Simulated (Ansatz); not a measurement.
**Question.** Name a neutral molecule of B, C, O, S and H with zero-point energy (PBE0-D4/def2-TZVP) between 184 and 200 kJ/mol and LUMO energy (B3LYP/def2-TZVPP) between -1.05 and -0.75 eV (Ansatz, PBE0-D4/def2-TZVP geometry).

**Answer.** `CSSB(O)O` (198.0 kJ/mol, -0.95 eV). Other molecules can fit too; these were computed, each in one conformer that needn't be the lowest.

B3LYP here is the variant with VWN-RPA as its local correlation; programs differ in this.
